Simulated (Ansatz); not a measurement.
`FC1C=C1[SiH3]` + `[SH][Sn]([Cl])([Cl])[Cl]` → `[SiH3][Sn]([Cl])([Cl])[Cl]` + `FC1C=C1S`  (formal exchange of groups at the Si–C bond)

Isolated molecules relaxed with PBE0-D4/def2-TZVP in Ansatz; ΔE leaves out vibrations. CCSD(T)/CBS is the MP2 limit (def2-TZVPP, def2-QZVPP) plus CCSD(T) − MP2 in def2-TZVPP, frozen cores. DFT in def2-TZVPP. Elements past krypton have def2 core potentials. For Sn outer-core shells are correlated without core-valence functions, which leaves a few kJ/mol of doubt a bond. Each species was taken in one conformer, which may not be the lowest.

`FC1C=C1[SiH3]`:

Cartesian coordinates in Å:
```
F -1.666 -1.204 1.333
C -0.439 -0.563 1.372
C 0.683 -1.176 0.700
C 0.164 -0.142 0.088
Si 0.079 1.024 -1.338
H -0.379 0.016 2.289
H 1.411 -1.971 0.686
H -1.251 0.893 -1.983
H 1.152 0.712 -2.315
H 0.246 2.410 -0.832
```

`[SH][Sn]([Cl])([Cl])[Cl]`:

Z-matrix (Å, degrees):
```
Sn
Cl 1 2.295
Cl 1 2.301 2 108.8
S 1 2.364 2 108.0 3 122.4
Cl 1 2.301 2 108.9 3 -115.4
H 4 1.346 1 91.8 2 179.0
```

`[SiH3][Sn]([Cl])([Cl])[Cl]`:

```xyz
8

Si   -0.809    0.197   -1.197
Sn    0.615   -0.149    0.909
Cl    0.325   -2.243    1.856
Cl    2.887    0.054    0.504
Cl    0.130    1.377    2.582
H    -2.224    0.039   -0.791
H    -0.397   -0.838   -2.173
H    -0.526    1.564   -1.691
```

`FC1C=C1S`:

Cartesian coordinates in Å:
```
F 1.031 -1.645 -0.167
C 0.175 -0.756 0.466
C 0.664 0.565 0.831
C -0.132 0.506 -0.204
S -0.924 1.302 -1.488
H -0.549 -1.334 1.036
H 1.289 1.145 1.488
H -1.556 0.217 -1.962
```

| level | ΔE (kJ/mol) | difference from CCSD(T)/CBS |
| --- | --- | --- |
| PBE0-D4 | 48.8 | -16.9 |
| PBE | 40.6 | -25.1 |
| r2SCAN | 52.3 | -13.4 |
| PBE0 | 48.4 | -17.3 |
| MP2/def2-TZVPP | 65.5 | -0.2 |
| SCS-MP2/def2-TZVPP | 67.2 | 1.5 |
| CCSD/def2-TZVPP | 65.7 | 0.0 |
| MP2/def2-QZVPP | 66.6 | 0.9 |
| SCS-MP2/def2-QZVPP | 68.5 | 2.8 |
| MP2/CBS(def2) | 66.7 | 1.0 |
| CCSD(T)/CBS | 65.7 | 0 |

Largest T1 diagnostic among the species: 0.012.

In def2-TZVPP, CCSD(T) changes the Hartree–Fock value by −11.0 kJ/mol (the triples alone add −1.2 kJ/mol) and MP2 by −10.0 kJ/mol. From PBE to PBE0 (25 % exact exchange), in def2-TZVPP and without D4, ΔE moves by +7.8 kJ/mol.
